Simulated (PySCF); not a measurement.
Species: C2H5Ga.
Atom-mapped SMILES: `[CH2:1]=[CH:2][GaH2:3]` (hydrogens: H4, H5 on C1; H6 on C2; H7, H8 on Ga3)

Computed, not measured: PySCF 2.14.0, PBE0-D3(BJ)/def2-SVP geometry optimisation, gas phase.

Task: List the bond lengths and angles at this level.

Result: 
| bond | length (Å) | order |
| --- | --- | --- |
| C1=C2 | 1.342 | double |
| C2–Ga3 | 1.951 | single |
| C1–H4 | 1.097 | single |
| C1–H5 | 1.098 | single |
| C2–H6 | 1.098 | single |
| Ga3–H7, Ga3–H8 | 1.573 | single |

Bonds in one row agree within 0.01 Å and their mean is given. Orders are formal, as drawn. A selection of angles:
| angle | degrees |
| --- | --- |
| C2–C1–H4 | 121.8 |
| C2–C1–H5 | 122.6 |
| H4–C1–H5 | 115.6 |
| C1–C2–Ga3 | 121.0 |
| C1–C2–H6 | 117.5 |
| Ga3–C2–H6 | 121.5 |
| C2–Ga3–H7 | 121.8 |
| C2–Ga3–H8 | 117.1 |
| H7–Ga3–H8 | 121.1 |

Ga3 (gallium bonded to C and 2 H) is planar (angles 121.8°, 121.1° and 117.1°, sum 360.0°, 0.00 Å off the plane of its three neighbours).

Point group: Cs (tolerance 0.08 Å). Stationary, but not proved a minimum.

Time: 11 s. Hardware: an Arm Neoverse V1 with one thread, on a shared host. That covers the optimisation of the geometry.
